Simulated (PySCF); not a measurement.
## Identify the compound

Molecular formula: C7H5ClO. Simulated spectra:

¹H NMR (300 MHz, computed): δ 10.25 (s, 1H), 8.28 (d, 1H), 7.89 (s, 1H), 7.82 (m, 1H), 7.67 (m, 1H).

¹³C{¹H} NMR (computed): δ 196.9 (CH), 148.5 (C), 144.4 (C), 141.8 (CH), 141.8 (CH), 136.5 (CH), 131.6 (CH).

Non-relativistic, single conformer, isolated molecule. Shielding tensors at B97-2/pcSseg-2 (GIAO); PBE0-D3(BJ)/def2-TZVP structure; PySCF 2.14.0 with density-fitted response routines.

Shifts are taken against calculated references (same method and geometry level): ¹H, ¹³C against TMS.

Propose a structure and justify it.

Results:


- The formula gives 5 degrees of unsaturation (1 ring in the answer).
- 7 carbon signals for 7 carbons: no two carbons are equivalent.
- Carbon types of the structure: 2 × C, 5 × CH, which accounts for all hydrogens.
- δC 196.9: aldehyde carbonyl carbon; the double bond to the heteroatom, with no lone-pair donor beside it, deshields it most.
- δC 148.5: aromatic carbon bearing chlorine.
- δC 144.4: substituted aromatic carbon.
- δC 141.8, 141.8, 136.5, 131.6: aromatic CH.
- δH 10.25: hydrogen on an aldehyde carbonyl carbon; the formyl region, downfield of aromatic protons.
- δH 8.28, 7.89, 7.82, 7.67: hydrogen on an aromatic CH.

These data were computed for `O=Cc1cccc(Cl)c1`.

The shifts were computed for this structure.

Carbons that carry Cl, above all several Cl atoms, come out too deshielded, partly because spin–orbit coupling is missing. Shifts are as computed. Against solution values, carbons near 30 ppm lie about +3 ppm off and those near 130 ppm about +7 ppm; carbons on Cl a further +5 ppm. Of 1309 compounds with measured shifts, 239 miss one by over three times the rms of a fit or turn the order of signals round; such compounds aren't used in these exercises. Multiplicities follow the n + 1 count of equivalent neighbours, as no J values were calculated; m marks all less simple cases, F and P coupling included.
